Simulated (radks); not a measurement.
Species: I24+. Configuration: [Ar] 3d10 4s1 (the NIST ground configuration). All-electron calculation, Dirac Kohn-Sham, exchange-only PBE, spin-unpolarised, spherical densities, finite nucleus; Fermi nuclear charge, rms radius 4.75 fm. Program: a radial shooting solver on a logarithmic mesh with Libxc functionals.

Unscreened Slater integrals over Kohn-Sham orbitals (eV). Large and small components are both included. Empty in this configuration: 4p1/2.

\begin{tabular}{lr}
integral & value \\ \hline
F0(4s1/2,4s1/2) & 37.828 \\
F0(4s1/2,3d5/2) & 47.550 \\
G2(4s1/2,3d5/2) & 4.4816 \\
F0(4s1/2,3d3/2) & 47.647 \\
G2(4s1/2,3d3/2) & 4.4475 \\
F0(4s1/2,3p3/2) & 46.821 \\
G1(4s1/2,3p3/2) & 4.6398 \\
F0(4s1/2,4p1/2) & 37.661 \\
G1(4s1/2,4p1/2) & 25.528 \\
F0(3d5/2,3d5/2) & 87.604 \\
F2(3d5/2,3d5/2) & 44.292 \\
F4(3d5/2,3d5/2) & 28.408 \\
F0(3d5/2,3d3/2) & 88.131 \\
F2(3d5/2,3d3/2) & 44.476 \\
G2(3d5/2,3d3/2) & 44.139 \\
G4(3d5/2,3d3/2) & 28.305 \\
F0(3d5/2,3p3/2) & 82.331 \\
F2(3d5/2,3p3/2) & 39.724 \\
G1(3d5/2,3p3/2) & 44.215 \\
G3(3d5/2,3p3/2) & 28.879 \\
F0(3d5/2,4p1/2) & 47.441 \\
G3(3d5/2,4p1/2) & 4.5082 \\
F0(3d3/2,3d3/2) & 88.671 \\
F2(3d3/2,3d3/2) & 44.675 \\
F0(3d3/2,3p3/2) & 82.751 \\
F2(3d3/2,3p3/2) & 39.704 \\
G1(3d3/2,3p3/2) & 43.904 \\
G3(3d3/2,3p3/2) & 28.679 \\
F0(3d3/2,4p1/2) & 47.545 \\
G1(3d3/2,4p1/2) & 4.4934 \\
F0(3p3/2,3p3/2) & 79.160 \\
F2(3p3/2,3p3/2) & 39.848 \\
F0(3p3/2,4p1/2) & 46.696 \\
G2(3p3/2,4p1/2) & 4.6291 \\
F0(4p1/2,4p1/2) & 37.514 \\
\end{tabular}
